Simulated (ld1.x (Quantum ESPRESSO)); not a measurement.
Which change was made? (Al, PAW)

```json
{
  "Element": "Al (Z = 13)",
  "Generator": "ld1.x (Quantum ESPRESSO) 7.5",
  "Type": "PAW",
  "Functional": "PBEsol",
  "Relativity": "scalar-relativistic",
  "Frozen core": "[He]",
  "Valence charge": "11",
  "Reference configuration": "2s2 2p6 3s2 3p1",
  "Partial waves": "2s (bound): rcut 0.95, rcutus 1.25 bohr; 3s (bound): rcut 0.95, rcutus 1.25 bohr; 2p (bound): rcut 0.90, rcutus 1.15 bohr; 3p (bound): rcut 0.90, rcutus 1.15 bohr; 3d channel at 0.05 Ry: rcut 1.10, rcutus 1.20 bohr; 3d channel at 2.7 Ry: rcut 1.10, rcutus 1.20 bohr",
  "Local potential": "all-electron potential smoothed inside 1.10 bohr (lloc = -1)",
  "Core correction": "Bessel-smoothed model core, default radius (core density twice the valence density)",
  "Augmentation charge": "PSQ, radius 0.70 bohr"
}
```

Cutoffs, loose and tight: the cutoffs (Ry, on a coarse ladder) from which the occupation-weighted sum of valence levels, in a spherical-Bessel basis at the reference potential, stays within 10 and 1 mRy of its value at 400 Ry. They do not see the model core or the augmentation charge, which bear on the density cutoff. Test errors are all-electron minus pseudo excitation energies from the reference, over the configurations 2s2 2p6 3s2 3p0; 2s2 2p6 3s1 3p0; 2s2 2p6 3s0 3p0; 2s2 2p5 3s2 3p1; 2s1 2p6 3s2 3p1; 2s2 2p6 3s1 3p2; 2s2 2p6 3s1 3p1; variants that change the core or the reference have their own tests.

The base gives: outcome: generated, overlap not positive; bound ghosts: not determined (overlap not positive); largest test error (meV): test run stopped at test 4 of 7 (negative rho), 3 before it not solved.

After one change the result is: outcome: generated; cutoff, loose: 90 Ry; cutoff, tight: 140 Ry; bound ghosts: none; largest test error (meV): test run stopped at test 1 of 7 (negative rho). Which change was it?
A. core [Ne], valence charge 3; reference 3s2 3p0; waves now 3s (bound): rcut 2.00, rcutus 2.50 bohr; 3s channel at 0.15 Ry: rcut 2.00, rcutus 2.50 bohr; 3p (bound): rcut 1.95, rcutus 2.10 bohr; 3p channel at 2.8 Ry: rcut 1.95, rcutus 2.10 bohr; 3d channel at 0.05 Ry: rc 1.85 bohr; local potential the d channel; core correction Bessel-smoothed model core inside 0.90 bohr; augmentation PSQ, radius 1.65 bohr
B. waves 2s (bound): rcut 0.95, rcutus 1.72 bohr; 3s (bound): rcut 0.95, rcutus 1.72 bohr
C. local potential all-electron potential smoothed inside 1.38 bohr (lloc = -1)

C. The others give: waves 2s (bound): rcut 0.95, rcutus 1.72 bohr; 3s (bound): rcut 0.95, rcutus 1.72 bohr → outcome: failed: run_pseudo: Errors in PS-KS equation | core [Ne], valence charge 3; reference 3s2 3p0; waves now 3s (bound): rcut 2.00, rcutus 2.50 bohr; 3s channel at 0.15 Ry: rcut 2.00, rcutus 2.50 bohr; 3p (bound): rcut 1.95, rcutus 2.10 bohr; 3p channel at 2.8 Ry: rcut 1.95, rcutus 2.10 bohr; 3d channel at 0.05 Ry: rc 1.85 bohr; local potential the d channel; core correction Bessel-smoothed model core inside 0.90 bohr; augmentation PSQ, radius 1.65 bohr → outcome: generated; cutoff, loose: 6 Ry; cutoff, tight: 6 Ry; bound ghosts: none; largest test error (meV): -13. A file whose overlap is not positive is unfit for use, and its test errors describe a broken file.
